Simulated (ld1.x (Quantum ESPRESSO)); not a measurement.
How hard is this rhenium (Re) TM potential?

ld1.x (Quantum ESPRESSO) 7.5 input, shortened:

```
&input
   title='Re', zed=75., rel=2, dft='PBE', iswitch=3,
   config='[Xe] 4f14 5d5.5 6s1.5 6p0', rel_dist='average'
 /
 &inputp
   pseudotype=2, tm=.true., lloc=-1, rcloc=1.50,
   nlcc=.true., new_core_ps=.true., rcore=1.15
 /
3
6S  1  0   1.50   0.00  2.55  2.55  0.0
6P  2  1   0.00   0.00  3.15  3.15  0.0
5D  3  2   5.50   0.00  1.90  1.90  0.0
 &test
   configts(1)='5d5.5 6s1.5 6p0'
 /
```

Open shells are filled in proportion to 2j + 1 (rel_dist='average').

The pseudo-atom Hamiltonian at the reference potential is diagonalised in spherical Bessel functions j_l(qr) that vanish at 20 bohr, with q² up to the cutoff. All-electron valence levels (Ry): 6s -0.4127, 6p1/2 -0.1132, 6p3/2 -0.0787, 5d3/2 -0.3808, 5d5/2 -0.3185.

Question: How do the lowest levels (Ry) of each channel move with the cutoff, and are there ghosts?

Answer:

```json
{"cutoff (Ry)": "8", "s #1": "-4.4694", "s #2": "-0.4082", "s #3": "0.0037", "p1/2 #1": "-0.1130", "p1/2 #2": "0.0468", "p1/2 #3": "0.1623", "p3/2 #1": "-0.0788", "p3/2 #2": "0.0536", "p3/2 #3": "0.1749", "d3/2 #1": "-0.0460", "d3/2 #2": "0.0704", "d5/2 #1": "-0.0391", "f #1": "0.1105", "f #2": "0.2315", "Σ f·Δε (mRy)": "1665.2"}
{"cutoff (Ry)": "12", "s #1": "-7.1516", "s #2": "-0.4106", "s #3": "0.0036", "p1/2 #1": "-0.2265", "p1/2 #2": "-0.1119", "p1/2 #3": "0.0468", "p3/2 #1": "-1.1710", "p3/2 #2": "-0.0786", "p3/2 #3": "0.0536", "d3/2 #1": "-0.1865", "d3/2 #2": "0.0640", "d5/2 #1": "-0.1638", "f #1": "0.1105", "f #2": "0.2315", "Σ f·Δε (mRy)": "941.1"}
{"cutoff (Ry)": "18", "s #1": "-9.0226", "s #2": "-0.4125", "s #3": "0.0036", "p1/2 #1": "-1.8255", "p1/2 #2": "-0.1132", "p1/2 #3": "0.0468", "p3/2 #1": "-2.6318", "p3/2 #2": "-0.0786", "p3/2 #3": "0.0536", "d3/2 #1": "-0.3213", "d3/2 #2": "0.0617", "d5/2 #1": "-0.2755", "f #1": "0.1105", "f #2": "0.2315", "Σ f·Δε (mRy)": "273.0"}
{"cutoff (Ry)": "30", "s #1": "-9.8843", "s #2": "-0.4127", "s #3": "0.0035", "p1/2 #1": "-2.9628", "p1/2 #2": "-0.1132", "p1/2 #3": "0.0468", "p3/2 #1": "-3.6465", "p3/2 #2": "-0.0786", "p3/2 #3": "0.0536", "d3/2 #1": "-0.3769", "d3/2 #2": "0.0610", "d5/2 #1": "-0.3164", "f #1": "0.1105", "f #2": "0.2315", "Σ f·Δε (mRy)": "15.7"}
{"cutoff (Ry)": "40", "s #1": "-10.0529", "s #2": "-0.4127", "s #3": "0.0035", "p1/2 #1": "-3.1761", "p1/2 #2": "-0.1132", "p1/2 #3": "0.0468", "p3/2 #1": "-3.8358", "p3/2 #2": "-0.0786", "p3/2 #3": "0.0536", "d3/2 #1": "-0.3807", "d3/2 #2": "0.0609", "d5/2 #1": "-0.3185", "f #1": "0.1105", "f #2": "0.2315", "Σ f·Δε (mRy)": "0.4"}
{"cutoff (Ry)": "50", "s #1": "-10.0877", "s #2": "-0.4127", "s #3": "0.0035", "p1/2 #1": "-3.2424", "p1/2 #2": "-0.1132", "p1/2 #3": "0.0468", "p3/2 #1": "-3.8923", "p3/2 #2": "-0.0786", "p3/2 #3": "0.0536", "d3/2 #1": "-0.3807", "d3/2 #2": "0.0609", "d5/2 #1": "-0.3185", "f #1": "0.1105", "f #2": "0.2315", "Σ f·Δε (mRy)": "0.3"}
{"cutoff (Ry)": "400", "s #1": "-10.0969", "s #2": "-0.4127", "s #3": "0.0035", "p1/2 #1": "-3.2621", "p1/2 #2": "-0.1132", "p1/2 #3": "0.0468", "p3/2 #1": "-3.9091", "p3/2 #2": "-0.0786", "p3/2 #3": "0.0536", "d3/2 #1": "-0.3808", "d3/2 #2": "0.0609", "d5/2 #1": "-0.3185", "f #1": "0.1105", "f #2": "0.2315", "Σ f·Δε (mRy)": "0.0"}
```

Result: ghost states, extra bound levels that the all-electron valence spectrum of the same l lacks: s at -137.4 eV, p3/2 at -53.2 eV, p1/2 at -44.4 eV (a true bound ghost makes a file unfit for plane-wave use); 10 mRy is reached at 35 Ry and 1 mRy at 40 Ry.

Its largest configuration-test error is -577 meV.
